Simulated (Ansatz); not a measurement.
C₄H₁₁Ga (`CC(C)[CH2][GaH2]`). The species carries charge 0 and has multiplicity 1. Geometry: relaxed with PBE0-D4/def2-TZVP. It is one conformer, not always the lowest.

```xyz
16

C     0.642    0.857   -1.233
C     0.473   -0.469   -0.507
C    -0.872   -1.101   -0.835
C     0.659   -0.308    0.999
Ga   -0.604    0.869    1.965
H     0.565    0.731   -2.316
H    -0.133    1.569   -0.930
H     1.615    1.307   -1.017
H     1.254   -1.148   -0.875
H    -1.695   -0.451   -0.517
H    -0.991   -2.065   -0.334
H    -0.983   -1.267   -1.910
H     1.664    0.074    1.225
H     0.611   -1.283    1.500
H    -0.420    1.042    3.520
H    -1.784    1.643    1.266
```

Q: What is the dipole moment at PBE/def2-TZVPP? (An estimate is asked.)

A: Computed: 1.05 D, with components (0.62, -0.60, -0.59) D in this frame, pointing from negative to positive charge.

Q: And with r2SCAN, B3LYP, ωB97M-V? (An estimate is asked.)

A: Ansatz gave: r2SCAN 1.04 D, B3LYP 1.01 D, ωB97M-V 0.97 D.

Q: Give the Mulliken charges with PBE, r2SCAN, ωB97M-V in def2-TZVPP. (An estimate is asked.)

A: The calculation gave: 
| atom | PBE | r2SCAN | ωB97M-V |
| --- | --- | --- | --- |
| C1 | -0.27 | -0.19 | -0.32 |
| C2 | 0.12 | 0.22 | -0.02 |
| C3 | -0.27 | -0.19 | -0.32 |
| C4 | -0.25 | -0.27 | -0.39 |
| Ga5 | 0.10 | 0.18 | 0.14 |
| H6 | 0.08 | 0.04 | 0.11 |
| H7 | 0.08 | 0.05 | 0.11 |
| H8 | 0.08 | 0.05 | 0.11 |
| H9 | 0.04 | -0.02 | 0.07 |
| H10 | 0.08 | 0.05 | 0.11 |
| H11 | 0.08 | 0.05 | 0.11 |
| H12 | 0.08 | 0.04 | 0.11 |
| H13 | 0.08 | 0.06 | 0.12 |
| H14 | 0.08 | 0.06 | 0.12 |
| H15 | -0.04 | -0.07 | -0.02 |
| H16 | -0.04 | -0.06 | -0.02 |

B3LYP here is the variant with VWN-RPA as its local correlation; programs differ in this.
